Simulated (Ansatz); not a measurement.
F₃Y, charge +1, doublet, at a GFN2-xTB geometry (such geometries of metal compounds can be far from the true shape) (the multiplicity is a formal guess) (all electrons, no relativity); Ansatz (a quantum-chemistry and plane-wave program) with HF/3-21G.

Here is a job for Ansatz.
Ansatz 0.2 input:
```yaml
crystal:
  periodic: [false, false, false]
  atoms:
    - {symbol: Y, position_ang: [0.08807380, -0.18615281, -0.44359134]}
    - {symbol: F, position_ang: [-1.56664865, -0.60685022, 0.72245082]}
    - {symbol: F, position_ang: [-0.12233149, 1.82469186, -0.01117909]}
    - {symbol: F, position_ang: [1.30732700, -0.41117949, 1.21095743]}
basis:
  gaussian:
    orbitals: 3-21G.json
hamiltonian:
  xc: hf
total_charge: 1
magnetization: {spin_polarized: true, initial_magnetization: 1}
```
The basis file holds 3-21G in the JSON format of the Basis Set Exchange.

**Question.** Predict the main parts of the log of this Ansatz run.

**Answer.** 
```
Functional definition: HF
695 factors; integrals over basis functions are off by at most 2.0e-4 eV
mean field evaluation 1: about -98290.5300 eV, gradient 4.6e1 eV
mean field evaluation 2: about -98290.5284 eV, gradient 4.6e1 eV
mean field evaluation 4: about -98298.0914 eV, gradient 4.7e0 eV
mean field evaluation 8: about -98298.5858 eV, gradient 6.2e-1 eV
mean field evaluation 16: about -98299.2584 eV, gradient 5.3e0 eV
mean field evaluation 32: about -98299.4823 eV, gradient 8.4e-6 eV
mean field evaluation 64: about -98299.4793 eV, gradient 9.9e-2 eV
mean field evaluation 96: about -98299.4756 eV, gradient 1.8e-3 eV
mean field evaluation 128: about -98297.3126 eV, gradient 5.0e0 eV
mean field evaluation 160: about -98299.4776 eV, gradient 8.6e-3 eV
mean field evaluation 192: about -98299.4729 eV, gradient 1.3e-1 eV
mean field evaluation 224: about -98299.4767 eV, gradient 3.6e-2 eV
mean field evaluation 256: about -98299.4755 eV, gradient 7.3e-2 eV
mean field -98299.48226529 eV, -3612.4393434673 hartree, gradient 5.1e-6 eV, S^2 0.751342; 6 other end points of the search recorded, 0 dependent functions left out
reference -98299.48226529 eV, -3612.4393434673 hartree; 33, 32 occupied and 33, 34 virtual orbitals, 695 factors
Total energy: -98299.48226529 eV, -3612.4393434673 hartree
```
